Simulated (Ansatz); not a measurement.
`CB(O[SiH3])O[SiH3]` at its PBE0-D4/def2-TZVP geometry, where that method's forces vanish. Charge 0, multiplicity 1.

```xyz
15

C    -0.7773    1.6510   -1.6952
B    -0.2819    0.6017   -0.6418
O    -0.0373   -0.6853   -1.0249
Si    0.2539   -2.1800   -0.4123
O    -0.1132    1.0034    0.6531
Si    0.5242    0.5290    2.0879
H    -0.8104    1.2521   -2.7089
H    -0.1411    2.5406   -1.6841
H    -1.7813    1.9977   -1.4285
H    -0.2997   -2.3024    0.9632
H     1.7151   -2.4363   -0.3814
H    -0.4098   -3.1670   -1.2974
H     1.0885    1.7289    2.7512
H    -0.5361   -0.0631    2.9404
H     1.6064   -0.4704    1.8788
```

(1) What forces (eV/Å) does PBE-D4/def2-TZVPP give on these atoms in the Gaussian-basis code of Ansatz? (An estimate is asked.)

Answers

(1) Computed: 
```
C1   0.030 -0.060  0.031
B2  -0.084  0.186 -0.182
O3  -0.010  0.008 -0.363
Si4  0.066 -0.305  0.148
O5  -0.147  0.318  0.009
Si6  0.135 -0.118  0.291
H7  -0.012 -0.066 -0.198
H8   0.110  0.179 -0.006
H9  -0.191  0.079  0.039
H10 -0.056 -0.032  0.151
H11  0.158 -0.036  0.003
H12 -0.072 -0.110 -0.096
H13  0.063  0.132  0.076
H14 -0.112 -0.063  0.101
H15  0.123 -0.111 -0.005
```
